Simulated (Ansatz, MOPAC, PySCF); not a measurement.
Species: dichloro(silyloxy)silane, H$_{4}$Si$_{2}$OCl$_{2}$, charge 0, multiplicity 1. SMILES: [SiH3]O[SiH](Cl)Cl
Coordinates optimised at B3LYP-D3(BJ)/def2-TZVP (Ansatz, an electronic-structure program):
```
O
Si 1 1.6098
Si 1 1.6526 2 146.99
H 2 1.4623 1 109.98 3 179.84
H 3 1.4760 1 107.23 2 179.37
H 3 1.4779 5 110.35 1 -119.12
H 3 1.4780 5 110.36 6 -121.74
Cl 2 2.0507 4 109.22 1 -120.76
Cl 2 2.0507 4 109.23 1 120.76
```

Wanted: vertical ionisation energy to the doublet, in eV. Conventions: six Cartesian d functions in 6-31G* and its kin unless marked 5d; each state is the SCF solution reached for its charge and spin; 6-311+G** with 5d, 6d on Na to Ar in Ansatz; spin-orbit terms left out; PM7 with its own dispersion and hydrogen-bond terms; no dispersion term unless named; frozen cores in correlated levels; open shells spin-unrestricted; non-relativistic. Ab initio and DFT rows: single points at B3LYP-D3(BJ) geometries (Ansatz). Semi-empirical rows: differences of heats of formation at the shared geometry for vertical values.

```tsv
level	program	vertical ionisation energy to the doublet (eV)
AM1	MOPAC	11.16
PM6	MOPAC	11.00
PM7	MOPAC	11.26
HF/6-31G*	Ansatz	11.26
PBE/6-31G*	Ansatz	10.38
PBE/6-311+G**	Ansatz	10.46
B3LYP/STO-3G	Ansatz	8.45
B3LYP/3-21G	Ansatz	11.06
B3LYP/6-31G*	Ansatz	10.92
B3LYP/6-311+G**	Ansatz	11.00
M06-2X/6-31G* (5d)	PySCF	11.58
MP2/6-31G*	Ansatz	11.80
MP2/6-311+G**	Ansatz	11.86
B3LYP/def2-TZVPD	Ansatz	10.95
```

No value to compare with is used here. The 13 habitual levels span 8.45 (B3LYP/STO-3G) to 11.86 eV (MP2/6-311+G**); B3LYP/def2-TZVPD gives 10.95.

The levels are drawn from those run, B3LYP/6-31G* more often than the rest, none by its result; left out are runs that failed, that the program found above a lower state of the same kind, or whose <S^2> lies over 0.5 above the pure value.
